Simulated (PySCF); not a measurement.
C₄H₅BF₂, SMILES C1C(=C)B(F)[C@@H]1F. Atoms are numbered in the order given.

```xyz
12

C      2.4268    -0.3702    -0.4852
C      1.1523    -0.2075    -0.1153
C      0.3466    -0.7587     1.0574
C     -1.0058    -0.4739     0.3491
F     -2.0145     0.0338     1.1213
B     -0.1646     0.4319    -0.6575
F     -0.4586     1.3973    -1.4999
H      2.8109     0.1008    -1.3954
H      3.1334    -0.9757     0.0940
H      0.4415    -0.1088     1.9446
H      0.5385    -1.7993     1.3653
H     -1.3632    -1.3956    -0.1500
```

The structure is a stationary point at PBE0-D3(BJ)/def2-SVP. The structure was generated by enumeration; whether it is a known compound was not checked.

Calculation: PBE/def2-TZVP run with PySCF.

ESP charges are fitted to the potential on shells at 1.4 to 2.0 van der Waals radii. Atomic charges (e):

```tsv
atom	ESP fit	meta-Löwdin	Mulliken
C1	-0.53	-0.21	-0.27
C2	0.13	-0.10	-0.09
C3	-0.26	-0.22	-0.11
C4	0.09	0.06	0.02
F5	-0.22	-0.29	-0.20
B6	0.29	0.37	0.29
F7	-0.20	-0.23	-0.20
H8	0.20	0.13	0.14
H9	0.21	0.12	0.12
H10	0.13	0.13	0.11
H11	0.10	0.12	0.11
H12	0.06	0.12	0.08
```

Computed Mayer and Wiberg (Löwdin basis) orders of the bonds:
```json
[
 {"bond": "C1–C2", "Mayer": "1.81", "Wiberg": "2.01"},
 {"bond": "C2–C3", "Mayer": "0.97", "Wiberg": "1.09"},
 {"bond": "C3–C4", "Mayer": "0.98", "Wiberg": "1.10"},
 {"bond": "C4–F5", "Mayer": "1.03", "Wiberg": "1.68"},
 {"bond": "C2–B6", "Mayer": "1.04", "Wiberg": "1.11"},
 {"bond": "C4–B6", "Mayer": "0.99", "Wiberg": "1.10"},
 {"bond": "B6–F7", "Mayer": "1.29", "Wiberg": "2.14"},
 {"bond": "C1–H8", "Mayer": "0.94", "Wiberg": "0.88"},
 {"bond": "C1–H9", "Mayer": "0.94", "Wiberg": "0.89"},
 {"bond": "C3–H10", "Mayer": "0.90", "Wiberg": "0.82"},
 {"bond": "C3–H11", "Mayer": "0.91", "Wiberg": "0.86"},
 {"bond": "C4–H12", "Mayer": "0.92", "Wiberg": "0.80"}
]
```
